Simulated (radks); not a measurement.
Spherical quantum dot in the effective-mass picture: electrons in a hard-walled sphere of radius 2.7, all in effective atomic units (hartree* = m*/eps^2 hartree, bohr* = eps/m* bohr), one dielectric constant everywhere. Calculated with a radial shooting solver with Libxc functionals: non-relativistic Kohn-Sham, LDA (Slater exchange, Perdew-Wang correlation), spin-polarised, spherical densities. Levels are named by radial order and angular momentum (1s, 1p, 1d, 2s, ...), and open shells are averaged over m. Results are scaled to m* = 0.304 and eps = 12.4, for which hartree* = 53.8 meV and bohr* = 2.158 nm.

N = 24, configuration 1s2 1p6 1d10 1f(up 6, down 0). This is the lowest configuration that the search found. Occupied and some empty levels:

level    occupation  eigenvalue (meV)  <r> (nm)
1s up             1            654.29     3.786
1s down           1            659.15     3.758
1p up             3            675.50     3.989
1p down           3            680.78     3.976
1d up             5            710.58     4.146
1d down           5            716.13     4.139
1f up             6            757.70     4.271
1f down           0            763.43     4.268
2s up             0            776.45     2.630
2s down           0            778.53     2.637
1g up             0            815.87     4.374
1g down           0            821.70     4.373
2p up             0            842.89     3.052
2p down           0            845.62     3.050
2d up             0            920.56     3.325
2d down           0            923.82     3.321

Energy (meV): total 9816.14, kinetic 3117.2, external 0, Hartree 7494.2, exchange-correlation -795.22.
